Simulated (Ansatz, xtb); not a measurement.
## Relative energy of two isomers of C5H2ClNSe

Structure a: `N#Cc1[se]ccc1Cl`, a singlet. Structure b: `N#Cc1cc[se]c1Cl`, a singlet. Both are isolated molecules in the gas phase, relaxed with PBE-D3(BJ)/def2-SVP.

Quicker runs give these differences E(b) − E(a): GFN2-xTB +9.44 kJ/mol; HF/STO-3G +7.77 kJ/mol (at GFN2-xTB geometries); r2SCAN-D4/def2-SVP +11.84 kJ/mol (at GFN2-xTB geometries).

**Question.** Estimate E(b) − E(a) at the level CCSD(T)/def2-SVP + ΔMP2/def2-TZVPP.

**Answer.** Calculated at CCSD(T)/def2-SVP + ΔMP2/def2-TZVPP: E(b) − E(a) = +7.39 kJ/mol, so structure a lies lower.

Level by level:

| level | geometry | E(b) − E(a) (kJ/mol) | departure from the last row (kJ/mol) | job, with rough time for the two |
| --- | --- | --- | --- | --- |
| GFN2-xTB | GFN2-xTB | +9.44 | +2.05 | optimisation, 0.16 s |
| HF/STO-3G | GFN2-xTB | +7.77 | +0.38 | single point, 0.84 s |
| r2SCAN-D4/def2-SVP | GFN2-xTB | +11.84 | +4.45 | single point, 7.2 s |
| PBE-D3(BJ)/def2-SVP | PBE-D3(BJ)/def2-SVP | +10.93 | +3.54 | optimisation, 27 s |
| HF/def2-SVP | PBE-D3(BJ)/def2-SVP | +7.22 | −0.17 | part of the CCSD(T) run |
| MP2/def2-SVP | PBE-D3(BJ)/def2-SVP | +8.55 | +1.16 | part of the CCSD(T) run |
| CCSD(T)/def2-SVP | PBE-D3(BJ)/def2-SVP | +7.49 | +0.10 | single point |
| CCSD(T)/def2-SVP + ΔMP2/def2-TZVPP | PBE-D3(BJ)/def2-SVP | +7.39 |  | single point, 2.4 min |

As drawn, both hold the same kinds of bond in the same numbers.

The levels shown agree on the order. The largest departure from CCSD(T)/def2-SVP + ΔMP2/def2-TZVPP is that of r2SCAN-D4/def2-SVP, 4.45 kJ/mol. The last row adds to CCSD(T) the change of the MP2 difference between the two basis sets, here −0.10 kJ/mol.

With thermal terms from frequencies at re-optimised GFN2-xTB minima (ideal gas, soft modes damped towards free rotors, one conformer each, 298.15 K, 1 atm): the zero-point term adds 0.00 kJ/mol; ΔH is +7.45 and ΔG +7.38 kJ/mol.

The correlated steps freeze 20 core orbitals; the filled d shell of Se is correlated, in a basis made for valence electrons. Programs: Ansatz 0.2.0, xtb 6.7.1; the last row on 2 threads of Arm Neoverse V2 on a shared host.
